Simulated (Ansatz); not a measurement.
System: C₄H₃N₂ (charge -1, singlet). It need not be the lowest isomer of its formula. Whether it binds its extra electron was not tested at this geometry. 
Geometry from a B3LYP-D3(BJ)/def2-TZVP (Ansatz, a first-principles code) optimisation:
```xyz
9

C     -0.3574    -1.4462    -0.1865
C     -1.2892    -0.3727    -0.0777
C     -0.8959     0.9396     0.0932
N      0.3938     1.3003     0.1695
C      1.2387     0.2687     0.0637
N      0.9642    -1.0196    -0.1014
H     -2.3567    -0.5883    -0.1307
H     -1.6245     1.7517     0.1750
H      2.2983     0.5347     0.1226
```
Charge -1, spin multiplicity 1.

Parts of the frozen-core correlation energy in aug-cc-pVDZ (Ansatz, hartree). Frozen orbitals: 6; correlated occupied orbitals by spin: 15 and 15; virtual: 144 and 144. No spin-orbit coupling. No relativistic terms.

| term | value |
|---|---|
| reference (HF) | -262.08372 |
| MP2 opposite-spin | -0.63556 |
| MP2 same-spin | -0.23918 |
| CCSD correlation | -0.89567 |
| (T) | -0.04613 |
| T1 diagnostic | 0.018 |
| largest doubles amplitude | 0.041 |
